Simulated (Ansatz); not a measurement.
`C[O][Hf]([F])([SeH])[O]C`, relaxed with RKS PBE0-D4/def2-TZVP in Ansatz from a GFN2-xTB geometry. The force threshold is 0.005 eV/Å; the program also tests the step.

Charge 0, multiplicity 1. Hf takes the def2 core potential.

Start:

```xyz
14

C    -1.194   -0.749   -1.397
O     0.079   -1.308   -1.251
Hf    1.156   -0.695    0.117
F     2.756   -1.643    0.325
Se   -0.059   -1.261    2.164
O     1.293    1.147    0.114
C     0.174    1.958    0.325
H    -1.697   -0.629   -0.415
H    -1.140    0.226   -1.905
H    -1.813   -1.417   -2.008
H     0.835   -2.200    2.765
H     0.472    2.848    0.892
H    -0.612    1.431    0.907
H    -0.251    2.292   -0.633
```

| step | energy (eV) | largest force (eV/Å) | largest move (Å) |
| --- | --- | --- | --- |
| 1 | -75647.6550 | 2.680 | 0.000 |
| 2 | -75648.2679 | 1.007 | 0.200 |
| 3 | -75648.3937 | 0.396 | 0.173 |
| 4 | -75648.4516 | 0.784 | 0.173 |
| 5 | -75648.5121 | 0.545 | 0.180 |
| 6 | -75648.5769 | 0.458 | 0.144 |
| 7 | -75648.6498 | 0.161 | 0.200 |
| 8 | -75648.6878 | 0.177 | 0.200 |
| 9 | -75648.6928 | 0.622 | 0.192 |
| 10 | -75648.7216 | 0.385 | 0.077 |
| 11 | -75648.7515 | 0.097 | 0.200 |
| 13 (rejected) | -75648.7648 | 0.607 | 0.200 |
| 15 | -75648.7746 | 0.175 | 0.098 |
| 17 | -75648.7780 | 0.245 | 0.121 |
| 19 | -75648.7824 | 0.024 | 0.041 |
| 21 (rejected) | -75648.7828 | 0.111 | 0.099 |
| 23 | -75648.7832 | 0.079 | 0.078 |
| 25 | -75648.7837 | 0.005 | 0.020 |
| 27 | -75648.7841 | 0.022 | 0.013 |
| 29 | -75648.7843 | 0.053 | 0.058 |
| 31 | -75648.7845 | 0.002 | 0.013 |
| 33 | -75648.7846 | 0.044 | 0.044 |
| 35 | -75648.7848 | 0.003 | 0.009 |
| 37 (rejected) | -75648.7757 | 0.392 | 0.172 |
| 39 | -75648.7849 | 0.001 | 0.009 |

End:

```xyz
14

C    -1.445   -1.542   -1.721
O    -0.446   -1.175   -0.825
Hf    0.831   -0.513    0.417
F     2.574   -1.032   -0.193
Se    0.319   -1.492    2.780
O     0.743    1.371    0.639
C     0.609    2.757    0.646
H    -2.226   -2.109   -1.204
H    -1.902   -0.656   -2.173
H    -1.031   -2.166   -2.518
H     0.255   -2.847    2.208
H     1.473    3.218    1.133
H    -0.295    3.048    1.189
H     0.541    3.141   -0.377
```

Hardware: 2 threads of an AMD EPYC 7R13 on a shared host and a share of an NVIDIA H100 80 GB. Wall time 110 s, peak host memory 1 GiB.
